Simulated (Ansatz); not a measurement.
`Cl[SiH2]Cl` + `[SiH3]N[SiH2]Cl` → `[SiH3]N([SiH2]Cl)[SiH2]Cl` + HCl  (ligand exchange at the Si–Cl bond)

Isolated molecules relaxed with PBE0-D4/def2-TZVP in Ansatz; ΔE leaves out vibrations. CCSD(T)/CBS is the MP2 limit (def2-TZVPP, def2-QZVPP) plus CCSD(T) − MP2 in def2-TZVPP, frozen cores. This one scheme is used for every species. Functionals use def2-TZVPP. Each species was taken in one conformer, which may not be the lowest.

CCSD(T)/CBS gives +0.34 eV.

(1) Another level gave +0.58 eV. Which?
A. HF/def2-TZVPP
B. B2PLYP/def2-TZVPP
C. r2SCAN-D4/def2-TZVPP
D. SCS-MP2/def2-TZVPP

Largest T1 diagnostic among the species: 0.010.

## Answers

(1) A. HF/def2-TZVPP 0.58, SCS-MP2/def2-TZVPP 0.35, r2SCAN-D4 0.41, B2PLYP 0.47 eV.

The D4 term adds −0.20 eV with B3LYP and −0.11 eV with PBE0; it sums over pairs of atoms, weighted by their polarisabilities, and B3LYP, whose exchange is more repulsive, gets the larger term. In def2-TZVPP, CCSD(T) changes the Hartree–Fock value by −0.26 eV (the triples alone add −0.03 eV) and MP2 by −0.26 eV. From PBE to PBE0 (25 % exact exchange), in def2-TZVPP and without D4, ΔE moves by −0.03 eV.

B3LYP here is the variant with VWN-RPA as its local correlation; programs differ in this.
